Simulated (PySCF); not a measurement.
A run for PySCF: R-HF/3-21G on H3NSeTe (SMILES N[Te][SeH]), a point of a torsion scan.

```python
from pyscf import gto, scf, dft, mp
from pyscf.data.elements import chemcore

mol = gto.M(
    atom='''
    N    -1.17667639    0.17363791   -0.09682162
    Te    0.06686075   -0.95640774    1.05728974
    Se    2.04301855   -0.51880719   -0.40311575
    H    -1.95935458   -0.36314275   -0.44214074
    H    -1.54692333    0.97229090    0.39946302
    H     2.89013859    0.12128022    0.58252253
    ''',
    basis='3-21g',
    charge=0, spin=0, verbose=3, max_memory=1800)
mf = scf.RHF(mol)
mf.conv_tol = 1e-8
mf.max_cycle = 100
mf.kernel()
if not mf.converged:
    mf = mf.newton().run(mf.mo_coeff, mf.mo_occ)
```

Task: Give the final energy of this run.

Result: -9027.0406 hartree.
